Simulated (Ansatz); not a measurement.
XGe6: r2SCAN-D4/def2-TZVP single points in Ansatz on relaxed structures, gas phase. Each cluster is the lowest isomer that a short search found in that spin, judged at the geometry's level, and lower ones may exist. Core potentials for Sn, no spin–orbit coupling. HOMO and LUMO are taken over both spins. Binding counts from free atoms in the multiplicity of their measured ground term, without zero-point energy. The structures are stationary points that may keep the symmetry of their start.

```
species  atoms    state           geometry  HOMO (eV)  LUMO (eV)  gap (eV)  binding per atom (eV)  point group (within 0.1 Å)
  SiGe6      7  singlet  B3LYP-D4/def2-SVP      -5.86      -3.69      2.17                   3.34                         C5v
   Ge6N      7  doublet    PBE-D4/def2-SVP      -4.81      -3.81      0.99                   3.15                           –
```

Problem. Estimate the rows for SnGe6 (singlet, PBE-D4/def2-SVP geometry).

Solution. 
```
species  atoms    state         geometry  HOMO (eV)  LUMO (eV)  gap (eV)  binding per atom (eV)  point group (within 0.1 Å)
  SnGe6      7  singlet  PBE-D4/def2-SVP      -5.58      -3.70      1.88                   3.19                         C2v
```

The gap (eV) runs from 0.99 (Ge6N) to 2.17 (SiGe6).
